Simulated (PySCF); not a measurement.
1,1-dichlorobuta-1,2-diene (C4H4Cl2), SMILES CC=C=C(Cl)Cl. Atoms are numbered in the order given.

```xyz
10

C     -3.1956     0.4806     0.0000
C     -2.1200    -0.5709     0.0000
C     -0.8288    -0.3385     0.0000
C      0.4552    -0.0970     0.0000
Cl     1.3838     0.0749     1.4713
Cl     1.3838     0.0749    -1.4713
H     -3.8429     0.3669    -0.8860
H     -2.7725     1.4945     0.0000
H     -3.8429     0.3669     0.8860
H     -2.4551    -1.6190     0.0000
```

Coordinates come from a B3LYP-D3(BJ)/def2-SVP optimisation.

Calculation: PBE0/def2-TZVP in PySCF.

ESP charges are fitted to the potential on shells at 1.4 to 2.0 van der Waals radii. Atomic charges (e):

| atom | IAO | ESP fit |
|---|---|---|
| C1 | -0.42 | -0.43 |
| C2 | -0.13 | 0.04 |
| C3 | -0.03 | -0.10 |
| C4 | -0.08 | -0.01 |
| Cl5 | 0.00 | -0.04 |
| Cl6 | 0.00 | -0.04 |
| H7 | 0.16 | 0.14 |
| H8 | 0.16 | 0.17 |
| H9 | 0.16 | 0.14 |
| H10 | 0.17 | 0.12 |

Computed Mayer and Wiberg (Löwdin basis) orders of the bonds:
```csv
bond,Mayer,Wiberg
C1–C2,0.98,1.29
C2–C3,1.91,2.01
C3–C4,1.70,2.06
C4–Cl5,1.19,1.68
C4–Cl6,1.19,1.68
C1–H7,0.95,0.89
C1–H8,0.97,0.90
C1–H9,0.95,0.89
C2–H10,0.92,0.81
```
